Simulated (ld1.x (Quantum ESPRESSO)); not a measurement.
Reading a pseudo-wave (N)

Columns: radius, all-electron u(r) and pseudo u(r) of the 2p shell (level -7.44 eV) of nitrogen in the configuration [He] 2s1.5 2p3.5; LDA (PZ), scalar-relativistic, TM scheme, ld1.x (Quantum ESPRESSO) 7.5.

```json
{"r (bohr)": "0.130", "all-electron": "0.1127", "pseudo": "0.0308"}
{"r (bohr)": "0.260", "all-electron": "0.3060", "pseudo": "0.1187"}
{"r (bohr)": "0.390", "all-electron": "0.4827", "pseudo": "0.2500"}
{"r (bohr)": "0.520", "all-electron": "0.6167", "pseudo": "0.4049"}
{"r (bohr)": "0.650", "all-electron": "0.7062", "pseudo": "0.5602"}
{"r (bohr)": "0.780", "all-electron": "0.7575", "pseudo": "0.6943"}
{"r (bohr)": "0.910", "all-electron": "0.7786", "pseudo": "0.7914"}
{"r (bohr)": "1.040", "all-electron": "0.7775", "pseudo": "0.8444"}
{"r (bohr)": "1.170", "all-electron": "0.7606", "pseudo": "0.8549"}
{"r (bohr)": "1.300", "all-electron": "0.7332", "pseudo": "0.8310"}
{"r (bohr)": "1.430", "all-electron": "0.6991", "pseudo": "0.7842"}
{"r (bohr)": "1.560", "all-electron": "0.6612", "pseudo": "0.7257"}
{"r (bohr)": "1.690", "all-electron": "0.6213", "pseudo": "0.6644"}
{"r (bohr)": "1.820", "all-electron": "0.5810", "pseudo": "0.6060"}
{"r (bohr)": "1.950", "all-electron": "0.5411", "pseudo": "0.5535"}
{"r (bohr)": "2.080", "all-electron": "0.5023", "pseudo": "0.5072"}
{"r (bohr)": "2.210", "all-electron": "0.4651", "pseudo": "0.4665"}
{"r (bohr)": "2.340", "all-electron": "0.4297", "pseudo": "0.4299"}
{"r (bohr)": "2.470", "all-electron": "0.3961", "pseudo": "0.3962"}
{"r (bohr)": "2.600", "all-electron": "0.3647", "pseudo": "0.3647"}
{"r (bohr)": "2.730", "all-electron": "0.3352", "pseudo": "0.3352"}
{"r (bohr)": "2.860", "all-electron": "0.3078", "pseudo": "0.3078"}
{"r (bohr)": "2.990", "all-electron": "0.2822", "pseudo": "0.2822"}
{"r (bohr)": "3.120", "all-electron": "0.2586", "pseudo": "0.2586"}
{"r (bohr)": "3.250", "all-electron": "0.2367", "pseudo": "0.2367"}
{"r (bohr)": "3.380", "all-electron": "0.2165", "pseudo": "0.2165"}
```

**Question.** How many radial nodes do the two functions have?

**Answer.** The all-electron 2p function has n − l − 1 = 0; the pseudo-wave has 0.

**Question.** At about which radius was the pseudo-wave matched?

**Answer.** 2.60 bohr. The columns agree to 0.0005 from 2.34 bohr on; several derivatives are matched, so the curves merge somewhat inside the radius.

**Question.** Is the pseudo-wave norm-conserving?

**Answer.** Yes: the TM scheme keeps the norm inside the radius equal to the all-electron one, which fixes the energy derivative of the logarithmic derivative at the level.
